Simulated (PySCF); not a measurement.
**Bond length, frequency and bond energy of CsLi⁻ by level of theory**

State: ²Σ⁺ (doublet), unpaired electrons σ ↑. Set-up: basis Cs def2-SVPD with ECP46, Li def2-SVPD; scalar-relativistic core potentials; PySCF 2.14. De refers to Cs + Li⁻ in their ground configurations, without counterpoise correction. The functionals are run spin-unrestricted. A positive dipole points towards Li; it is taken about the centre of mass and depends on that origin. Levels whose curve was spin-contaminated or gave no clean fit are not listed.

```
       Level  Re (Å)  ωe (cm⁻¹)  De (eV)  μ (D)  CPU s a point (SCF and correlation, without the integrals)
    ROHF-MP2   4.266        111      n/a    n/a                                                       0.051
ROHF-SCS-MP2   4.287        110      n/a    n/a                                                         n/a
   ROHF-CCSD   4.270        110     0.51    n/a                                                         n/a
ROHF-CCSD(T)   4.248        111     0.53    n/a                                                         1.4
         LDA   4.068        118     0.76  -5.98                                                        0.14
         PBE   4.185        112     0.72  -5.68                                                        0.25
      PBEsol   4.148        114      n/a  -5.79                                                        0.16
   CAM-B3LYP   4.240        110     0.57  -6.36                                                         0.4
```

The bond length runs from 4.068 Å (LDA) to 4.287 Å (ROHF-SCS-MP2). De spans 0.51 eV (ROHF-CCSD, coupled cluster) to 0.76 eV (LDA, local density).

Correlated steps freeze no core orbitals. Correlated levels converge slowly with the basis: in double zeta they bind strong bonds too weakly, by up to about 1 eV, and carry superposition errors of some tenths. Spin–orbit coupling is left out. For an ion De counts to the pair picked by the measured ionisation energies or electron affinities, which need not be the lowest pair at this level. The highest Kohn–Sham level is positive in this anion. Much of that is self-interaction error, but it also means that the finite basis helps to hold the extra electron. The CCSD T1 diagnostic is raised, a sign that a single reference may not be enough here. The state was picked by a PBE0 search and need not be the measured ground state.

The whole job (state search and all levels along the bond) took about 0.87 min on 1 thread of Intel Xeon 6975P-C (shared host), peak memory 0.47 GiB.
